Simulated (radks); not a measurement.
The numbers below are computed, except where a source is named.
Trend from La4+ to Lu4+: ionisation energy by Delta-SCF between NIST ground configurations, and size. Code: a radial shooting solver on a logarithmic mesh with Libxc functionals. Model: Dirac Kohn-Sham, BLYP, spin-unpolarised, spherical densities, finite nucleus; open shells are shared between the two j in proportion to 2j + 1; Fermi nuclear charge, rms radius of each element as measured or else 0.836 A^(1/3) + 0.57 fm.

species      configuration  IE (eV)  NIST (eV)       kind   -e(HOMO) (eV)  outermost  <r> outermost (bohr)  r at 0.001 e/bohr^3 (bohr)
La4+     [Kr] 4d10 5s2 5p5   63.237         62  semi-emp.  55.913 (5p3/2)      5p3/2                  1.73                        3.36
Ce4+                  [Xe]   66.485       65.6  semi-emp.  58.811 (5p3/2)      5p3/2                  1.67                        3.32
Pr4+              [Xe] 4f1   58.641      57.53  semi-emp.  48.131 (4f7/2)      5p3/2                  1.63                        3.28
Nd4+              [Xe] 4f2   69.241          -             49.310 (4f7/2)      5p3/2                  1.60                        3.24
Pm4+              [Xe] 4f3   70.561          -             50.371 (4f7/2)      5p3/2                  1.57                        3.21
Sm4+              [Xe] 4f4   62.260       62.7  semi-emp.  51.327 (4f7/2)      5p3/2                  1.55                        3.17
Eu4+              [Xe] 4f5   73.121          -             52.191 (4f7/2)      5p3/2                  1.52                        3.14
Gd4+              [Xe] 4f6   74.371          -             52.971 (4f7/2)      5p3/2                  1.50                        3.11
Tb4+              [Xe] 4f7   75.605          -             53.674 (4f7/2)      5p3/2                  1.47                        3.08
Dy4+              [Xe] 4f8   76.828          -             54.306 (4f7/2)      5p3/2                  1.45                        3.05
Ho4+              [Xe] 4f9   78.041          -             54.872 (4f7/2)      5p3/2                  1.43                        3.02
Er4+             [Xe] 4f10   79.247          -             55.376 (4f7/2)      5p3/2                  1.41                        2.99
Tm4+             [Xe] 4f11   80.447          -             55.822 (4f7/2)      5p3/2                  1.39                        2.97
Yb4+             [Xe] 4f12   81.644          -             56.213 (4f7/2)      5p3/2                  1.37                        2.94
Lu4+             [Xe] 4f13   68.876       66.8  semi-emp.  56.553 (4f7/2)      5p3/2                  1.35                        2.92

Reference values: NIST Atomic Spectra Database (exp. = measured, semi-emp. = semi-empirical, theory = theoretical value adopted there). Spin polarisation and multiplet splitting are left out, so open shells lie too high by an amount that depends on their filling. Sharing an open shell by 2j + 1 raises it above the true ground level by a part of the spin-orbit splitting, which enters the differences from NIST.

Beside tabulated values, note that spin-unpolarised runs miss the spin-polarisation part of the exchange energy of open shells. No tabulated value is given for the 4+ ions of Nd, Pm and Eu to Yb, where it belongs to another shell than the one emptied here.
